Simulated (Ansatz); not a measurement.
Cost and result for the atomization energy of C₃H₈OSi, SMILES `CC1C[SiH2]O1` (13 atoms, 13 bonds).

Z-matrix (Å, degrees):
```
C
C 1 1.552
Si 1 2.277 2 54.6
C 1 1.505 2 115.4 3 121.9
O 1 1.457 2 101.4 3 2.7
H 1 1.095 2 111.2 3 -111.8
H 2 1.090 1 113.1 3 -116.0
H 2 1.089 1 114.6 3 117.7
H 3 1.489 1 123.8 2 -95.6
H 3 1.488 1 127.9 2 93.7
H 4 1.093 1 110.5 2 -52.5
H 4 1.092 1 110.5 2 -172.4
H 4 1.093 1 110.3 2 67.5
```

The species carries charge 0 and has multiplicity 1. Geometry: relaxed with PBE0-D4/def2-TZVP. Program: Ansatz. All runs use 4 threads of an AMD EPYC 9R45 on a shared host. Times are those of one run each, without the atoms' runs, and a repeat can differ threefold. Electronic energies, without spin–orbit coupling; frozen cores. CCSD(T)/CBS adds CCSD(T) − MP2 in def2-TZVPP to the MP2 limit, and its time is that of the two runs behind it. T1 = 0.011. B3LYP takes the VWN-RPA correlation (the form of Gaussian; ORCA's B3LYP/G).

CCSD(T)/CBS is a level of theory with its own doubt, some kJ/mol a heavy atom from the limit and from the frozen cores, so smaller differences don't rank the functionals.

| level | functions | wall time | atomization (kJ/mol) | difference from CCSD(T)/CBS | per bond |
| --- | --- | --- | --- | --- | --- |
| BLYP-D4/def2-TZVPP | 278 | 1 s | 4994.6 | -36.0 | -2.8 |
| PBE-D4/def2-TZVPP (with forces) | 278 | 1.2 s | 5104.4 | 73.8 | 5.7 |
| PBE0-D4/def2-TZVPP | 278 | 1.2 s | 5038.4 | 7.8 | 0.6 |
| BHLYP-D4/def2-TZVPP | 278 | 1.4 s | 4898.8 | -131.8 | -10.1 |
| CAM-B3LYP-D4/def2-TZVPP | 278 | 1.6 s | 5047.8 | 17.2 | 1.3 |
| r2SCANh-D4/def2-TZVPP | 278 | 1.9 s | 5014.0 | -16.6 | -1.3 |
| B3LYP-D4/def2-TZVPP (with forces) | 278 | 2 s | 5018.3 | -12.3 | -0.9 |
| CCSD(T)/def2-SVP | 114 | 2.2 s | 4771.0 | -259.6 | -20.0 |
| PBE-QIDH/def2-TZVPP | 278 | 2.6 s | 5010.6 | -20.0 | -1.5 |
| B97M-V/def2-TZVPP | 278 | 3.1 s | 5038.2 | 7.6 | 0.6 |
| MP2/def2-QZVPP | 538 | 10 s | 5049.3 | 18.7 | 1.4 |
| CCSD(T)/def2-TZVPP | 278 | 58 s | 4910.4 | -120.2 | -9.2 |
| CCSD(T)/CBS(def2) | – | 68 s | 5030.6 | 0.0 | 0.0 |

From BLYP to BHLYP (50 % exact exchange), in def2-TZVPP and without D4, the atomization energy moves by −67.3 kJ/mol: exact exchange takes away binding that semilocal exchange gives to molecules. Leaving LDA and LC-ωPBE aside and taking each functional with its dispersion term where it has one, the values spread over 205.6 kJ/mol, from BHLYP-D4 to PBE-D4. LDA lies +640.4 kJ/mol from PBE without D4, its usual overbinding. In def2-TZVPP, CCSD(T) changes the Hartree–Fock value by +1181.3 kJ/mol (the triples alone add +65.9 kJ/mol) and MP2 by +1248.8 kJ/mol; breaking electron pairs costs correlation energy, which Hartree–Fock lacks.
